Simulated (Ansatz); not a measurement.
Isolated molecules relaxed with PBE0-D4/def2-TZVP in Ansatz; ΔE leaves out vibrations. CBS: MP2 limit from def2 TZ/QZ plus the TZ coupled-cluster correction, frozen cores. Functionals use def2-TZVPP. B3LYP here is the variant with VWN-RPA as its local correlation; programs differ in this. HSE06 is defined as in plane-wave codes. For Na outer-core shells are correlated without core-valence functions, which leaves a few kJ/mol of doubt a bond. Each species was taken in one conformer, which may not be the lowest.

`C[S][Al]([CH3])[F]` + `[Na][SH]` → `C[S][Na]` + `[CH3][Al]([F])[SH]`  (substitution at a C–S bond)

```json
{"level": "PBE-D4", "ΔE (kcal/mol)": "4.0", "difference from CCSD(T)/CBS": "-0.4"}
{"level": "revPBE-D4", "ΔE (kcal/mol)": "3.8", "difference from CCSD(T)/CBS": "-0.6"}
{"level": "BLYP-D4", "ΔE (kcal/mol)": "3.8", "difference from CCSD(T)/CBS": "-0.6"}
{"level": "B97M-V", "ΔE (kcal/mol)": "4.3", "difference from CCSD(T)/CBS": "-0.1"}
{"level": "PBE0-D4", "ΔE (kcal/mol)": "4.3", "difference from CCSD(T)/CBS": "-0.1"}
{"level": "B3LYP-D4", "ΔE (kcal/mol)": "4.1", "difference from CCSD(T)/CBS": "-0.3"}
{"level": "r2SCANh-D4", "ΔE (kcal/mol)": "4.6", "difference from CCSD(T)/CBS": "0.2"}
{"level": "r2SCAN0-D4", "ΔE (kcal/mol)": "4.6", "difference from CCSD(T)/CBS": "0.2"}
{"level": "HSE06-D4", "ΔE (kcal/mol)": "4.3", "difference from CCSD(T)/CBS": "-0.1"}
{"level": "BHLYP-D4", "ΔE (kcal/mol)": "4.5", "difference from CCSD(T)/CBS": "0.1"}
{"level": "CAM-B3LYP-D4", "ΔE (kcal/mol)": "4.3", "difference from CCSD(T)/CBS": "-0.1"}
{"level": "ωB97X-V", "ΔE (kcal/mol)": "4.4", "difference from CCSD(T)/CBS": "0.0"}
{"level": "ωB97M-V", "ΔE (kcal/mol)": "4.4", "difference from CCSD(T)/CBS": "0.0"}
{"level": "B2PLYP", "ΔE (kcal/mol)": "3.8", "difference from CCSD(T)/CBS": "-0.6"}
{"level": "PBE-QIDH", "ΔE (kcal/mol)": "4.2", "difference from CCSD(T)/CBS": "-0.2"}
{"level": "PBE", "ΔE (kcal/mol)": "3.6", "difference from CCSD(T)/CBS": "-0.8"}
{"level": "revPBE", "ΔE (kcal/mol)": "3.1", "difference from CCSD(T)/CBS": "-1.3"}
{"level": "PBE0", "ΔE (kcal/mol)": "3.9", "difference from CCSD(T)/CBS": "-0.5"}
{"level": "B3LYP", "ΔE (kcal/mol)": "3.5", "difference from CCSD(T)/CBS": "-0.9"}
{"level": "r2SCANh", "ΔE (kcal/mol)": "4.4", "difference from CCSD(T)/CBS": "0.0"}
{"level": "r2SCAN0", "ΔE (kcal/mol)": "4.5", "difference from CCSD(T)/CBS": "0.1"}
{"level": "HSE06", "ΔE (kcal/mol)": "3.9", "difference from CCSD(T)/CBS": "-0.5"}
{"level": "BHLYP", "ΔE (kcal/mol)": "3.9", "difference from CCSD(T)/CBS": "-0.5"}
{"level": "CAM-B3LYP", "ΔE (kcal/mol)": "3.9", "difference from CCSD(T)/CBS": "-0.5"}
{"level": "LC-ωPBE", "ΔE (kcal/mol)": "4.0", "difference from CCSD(T)/CBS": "-0.4"}
{"level": "RPA@PBE/def2-TZVPP", "ΔE (kcal/mol)": "3.8", "difference from CCSD(T)/CBS": "-0.6"}
{"level": "HF/def2-SVP", "ΔE (kcal/mol)": "3.4", "difference from CCSD(T)/CBS": "-1.0"}
{"level": "MP2/def2-SVP", "ΔE (kcal/mol)": "3.7", "difference from CCSD(T)/CBS": "-0.7"}
{"level": "CCSD/def2-SVP", "ΔE (kcal/mol)": "3.5", "difference from CCSD(T)/CBS": "-0.9"}
{"level": "CCSD(T)/def2-SVP", "ΔE (kcal/mol)": "3.6", "difference from CCSD(T)/CBS": "-0.8"}
{"level": "HF/def2-TZVPP", "ΔE (kcal/mol)": "4.0", "difference from CCSD(T)/CBS": "-0.4"}
{"level": "MP2/def2-TZVPP", "ΔE (kcal/mol)": "4.2", "difference from CCSD(T)/CBS": "-0.2"}
{"level": "SCS-MP2/def2-TZVPP", "ΔE (kcal/mol)": "4.0", "difference from CCSD(T)/CBS": "-0.4"}
{"level": "CCSD/def2-TZVPP", "ΔE (kcal/mol)": "4.1", "difference from CCSD(T)/CBS": "-0.3"}
{"level": "CCSD(T)/def2-TZVPP", "ΔE (kcal/mol)": "4.2", "difference from CCSD(T)/CBS": "-0.2"}
{"level": "MP2/def2-QZVPP", "ΔE (kcal/mol)": "4.3", "difference from CCSD(T)/CBS": "-0.1"}
{"level": "SCS-MP2/def2-QZVPP", "ΔE (kcal/mol)": "4.1", "difference from CCSD(T)/CBS": "-0.3"}
{"level": "HF/CBS(def2)", "ΔE (kcal/mol)": "4.0", "difference from CCSD(T)/CBS": "-0.4"}
{"level": "MP2/CBS(def2)", "ΔE (kcal/mol)": "4.4", "difference from CCSD(T)/CBS": "0.0"}
{"level": "CCSD/CBS(def2)", "ΔE (kcal/mol)": "4.3", "difference from CCSD(T)/CBS": "-0.1"}
{"level": "CCSD(T)/CBS", "ΔE (kcal/mol)": "4.4", "difference from CCSD(T)/CBS": "0"}
```

What do rigid-rotor, harmonic-oscillator terms from PBE0-D4/def2-TZVP frequencies (298.15 K, 1 bar) make of the CCSD(T)/CBS value? (Best estimate.)

Computed: ΔZPE = +0.2 kcal/mol, ΔH = +4.4 kcal/mol, ΔS = 10 J/(mol·K), ΔG = +3.7 kcal/mol. Modes under 50 cm⁻¹ make the entropy rough.

Largest T1 diagnostic among the species: 0.011.

At CCSD(T), def2-SVP lies −0.8 kcal/mol from the extrapolated value and def2-TZVPP −0.2 kcal/mol. From BLYP to BHLYP (50 % exact exchange), in def2-TZVPP and without D4, ΔE moves by +0.9 kcal/mol.
